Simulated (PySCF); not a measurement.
Species: C₆H₇ClGeO.
Numbering: `[Cl:1][c:2]1[cH:3][cH:4][c:5]([O:6][GeH3:7])[cH:8][cH:9]1` (hydrogens: H10 on C3; H11 on C4; H12, H13, H14 on Ge7; H15 on C8; H16 on C9)

Cartesian coordinates in Å at the PBE0-D3(BJ)/def2-SVP level; atoms count from 1:
```xyz
16
C6H7ClGeO angstrom
Cl    -5.0845   -0.6855   -0.1545
C     -3.4156   -0.2120   -0.1375
C     -2.4199   -1.1837   -0.1563
C     -1.0801   -0.8010   -0.1426
C     -0.7238    0.5529   -0.1102
O      0.5473    0.9919   -0.0963
Ge     2.0198   -0.0459   -0.1037
C     -1.7406    1.5185   -0.0913
C     -3.0767    1.1418   -0.1048
H     -2.6927   -2.2399   -0.1819
H     -0.3096   -1.5766   -0.1581
H      2.0225   -0.8916   -1.3886
H      3.1502    0.9841   -0.0755
H      2.0013   -0.9386    1.1489
H     -1.4542    2.5714   -0.0656
H     -3.8655    1.8959   -0.0899
```

All values: CAM-B3LYP/def2-SVPD (PySCF, non-relativistic), on one gas-phase PBE0-D3(BJ)/def2-SVP geometry that isn't relaxed in the solvent. The solvent is an IEF-PCM continuum (Bondi radii, 1.10 Å for H, scaled by 1.2), and excitations are vertical TDDFT with non-equilibrium linear response and a frozen core. Only the electrostatic response of the medium enters. Spin–orbit coupling is left out although an atom past zinc is present.

```
run  E − E(gas) (kcal/mol)  HOMO (eV)  HOMO–LUMO gap (eV)  dipole (D)  lowest singlet (eV)  static polarisability (au)
gas                   0.00      -7.63                8.10        3.22                 4.93                       118.6
  P                  -4.04      -7.70                8.16        4.03                 4.95                       160.3
  Q                  -3.01      -7.66                8.15        3.85                 4.94                       148.1
```

The runs were made in acetone and chloroform. Which run belongs to which solvent?

P = acetone, Q = chloroform. The dielectric constants are 4.711 (chloroform), 20.49 (acetone), and the energy falls further as ε rises. The optical constants n² used for the excitations are 2.09, 1.85 in the same order. In this model the ground state sees the solvent through ε alone.

How constant is the ratio of the lowering to (ε − 1)/(2ε + 1)?

| solvent | (ε − 1)/(2ε + 1) | E − E(gas) (kcal/mol) | ratio (kcal/mol) | polarisation term (kcal/mol) |
| --- | --- | --- | --- | --- |
| chloroform | 0.356 | -3.01 | -8.4 | -3.34 |
| acetone | 0.464 | -4.04 | -8.7 | -4.67 |

The ratio changes by +3.2 % in size from chloroform to acetone. The polarisation term is half the interaction of the solute with the induced surface charges.
